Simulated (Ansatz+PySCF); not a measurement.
Results of a calculation; reference values are marked as such.
**Several solutions for singlet NaI**

```yaml
atoms:
  - { symbol: Na, position_ang: [0.0000, 0.0000, -2.2538] }
  - { symbol: I, position_ang: [0.0000, 0.0000, 0.4678] }
```

Basis set: def2-SVP (spherical functions, with the set's core potentials past Kr). Charge 0, multiplicity 1.

CASSCF(2,2) was run from several starts with Ansatz (development build ahead of 0.2.0) and PySCF 2.14.0. The starts are those of the Hartree–Fock orbitals from which the active space was taken at the frontier.

```
run  program                        start  converged  energy (hartree)  <S²>
  A   Ansatz      atomic start, no search        yes        -458.53676  0.00
  B   Ansatz      stability test followed        yes        -458.53728  0.00
  C    PySCF             program defaults        yes        -458.53167  0.00
  D   Ansatz  search for the lowest state        yes        -458.53728  0.00
```

**Question.** Which runs reached the lowest solution of this kind, and what is wrong with the others?

**Answer.** B, D reached the lowest solution found. Converged but too high: A by 0.01 eV, C by 0.15 eV. Convergence only shows a stationary point; in CASSCF the end hangs on which orbitals enter the active space. Caution: other starts end on other solutions of this active space.
